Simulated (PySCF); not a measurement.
Symmetry of computed structures. Method: PBE0/pcSseg-1 in PySCF (dipole) on a GFN2-xTB geometry, gas phase. The symmetry is that of the one conformer found, every atom within 0.08 Å of its image; none is proved a minimum here.

(1) `O=C1C=CC[C@@H]1C(F)(F)F`: symmetry, top, dipole?

(2) Point group, rotor type and polarity of `[F:1][C:2]([F:3])([F:4])[O:5][C:6]1=[CH:7][CH2:8][CH:9]=[CH:10]1` with C2–O5–C6–C7 0°?

(3) Point group, rotor type and polarity of `[O:1]=[CH:2][CH2:3][C:4]1=[CH:5][C@@H:6]1[C:7]([F:8])([F:9])[F:10]` with O1–C2–C3–C4 3°, C2–C3–C4–C5 -118°?

(4) `[F:1][C:2]1=[C:3]([CH:4]([F:5])[F:6])[CH2:7][CH:8]=[CH:9][O:10]1` with C2–C3–C4–F5 122°: symmetry, top, dipole?

## Answers

(1) C1; asymmetric top; symmetry number 1; this conformer is chiral (no improper operation); dipole 4.56 D; A, B, C = 2130, 1252, 959.0 MHz.

(2) Cs; near-prolate asymmetric top; symmetry number 1; 2 operations, which sort the 15 atoms into 13 sets; dipole 3.04 D, in the ab plane, which is the mirror; heavy atoms equivalent by symmetry: F3/F4.

(3) C1; near-prolate asymmetric top; symmetry number 1; this conformer is chiral (no improper operation); dipole 3.82 D.

(4) Cs; asymmetric top; symmetry number 1; 2 operations, which sort the 15 atoms into 13 sets; dipole 2.46 D, in the ab plane, which is the mirror.
